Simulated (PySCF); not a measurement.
# IF₄⁺, singlet: data card

Computed with PBE in PySCF with I def2-SVP with ECP28, F def2-SVP; scalar-relativistic core potentials, no spin–orbit coupling; density-fitted integrals.

The structure is a minimum.

| Item | Value |
| --- | --- |
| Point group | C2v |
| Bond lengths | I–F 1.890 Å (×2), I–F 1.918 Å (×2) |
| Bond angles | F–I–F 86.8° (×4), F–I–F 100.5°, F–I–F 170.1° |
| Heat capacity Cp at 298.15 K | 86.4 J/(mol K) |
| Principal polarisabilities | 23.8, 30.2, 39.9 bohr³ |
| Rotational constants | 0.1367, 0.09271, 0.07699 cm⁻¹ |
| Rotational symmetry number | 2 |
| Zero-point energy | 22.1 kJ/mol |
| Highest occupied level | -16.07 eV |
| Lowest empty level | -12.26 eV |
| Enthalpy at 298.15 K above 0 K | 18.57 kJ/mol |
| Dipole moment about the centre of mass | 2.62 D |
| Principal quadrupole moments (Buckingham, traceless) about the centre of mass | -4.95, 1.49, 3.46 D Å |
| Entropy at 298.15 K and 1 bar | 333.7 J/(mol K) |

Harmonic modes (masses in u: I 126.904, F 18.998):
```tsv
symmetry	ω (cm⁻¹)	IR (km/mol)	type
a1	110	0.2	bend
b2	151	10.2	bend
a1	242	21.3	bend
a2	255	0.0	bend
b1	279	11.2	bend
a1	620	0.3	stretch
a1	661	16.1	stretch
b2	677	37.9	stretch
b1	695	113	stretch
```

In C2v the vibrations span 4a1 + 2b2 + a2 + 2b1. The a2 mode carries no infrared intensity, as symmetry demands.

Charges (e):
| atom | Mulliken | Löwdin | polar tensor | Mayer order to I1 |
| --- | --- | --- | --- | --- |
| I1 | 1.85 | 1.76 | 2.33 | – |
| F2,3 | -0.24 | -0.21 | -0.38 | 1.01 |
| F4,5 | -0.19 | -0.17 | -0.29 | 1.01 |

Mulliken populations on I1 (electrons outside its core potential): s 3.91, p 8.68, d 10.56.

Counting electrons, iodine keeps 2 of its valence electrons outside its bonds, so the VSEPR class is AX4E1 and the expected shape is see-saw (C2v), as computed.

This need not be the most stable arrangement of these atoms.

The final relaxation and frequency run took 46 s on 2 threads of a shared Intel Xeon 6975P-C (Granite Rapids) host, with 82 basis functions and 15 gradients; the process peaked at 1 GiB.
